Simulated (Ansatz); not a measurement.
Mg2Se2⁺. Total charge 1; doublet. Geometry r2SCAN-D4/def2-SVP; atoms count from 1.

Cartesian coordinates in Å:
```
Mg 1.1506 -0.8503 -0.3065
Mg -1.1513 0.8494 0.3066
Se -0.5142 0.0091 -1.9562
Se 0.5149 -0.0083 1.9562
```

The structure comes from a short search, and lower isomers may exist.

(1) Estimate the Mulliken populations from the PBE0/def2-TZVP orbitals of Ansatz.

(2) Where does the spin sit?

(3) And the Mayer bond orders between bonded heavy atoms (over 0.3)?

Results:

(1) 
```csv
atom,charge (e),spin (α − β)
Mg1,0.90,-0.07
Mg2,0.90,-0.07
Se3,-0.40,0.57
Se4,-0.40,0.57
```
Mulliken values and Mayer orders depend strongly on the basis.

(2) Summed by element: Mg -0.15, Se 1.15, of 1 unpaired in all. Largest on single atoms: Se4 0.57, Se3 0.57, Mg1 -0.07.

(3) Mg1–Se3 0.80 (2.50 Å); Mg1–Se4 0.80 (2.50 Å); Mg2–Se3 0.80 (2.50 Å); Mg2–Se4 0.80 (2.50 Å). Values over 0.3 also appear between atoms too far apart for a bond (Se3–Se4 0.38 at 4.05 Å); they arise where an orbital or an unpaired electron spreads over both atoms.
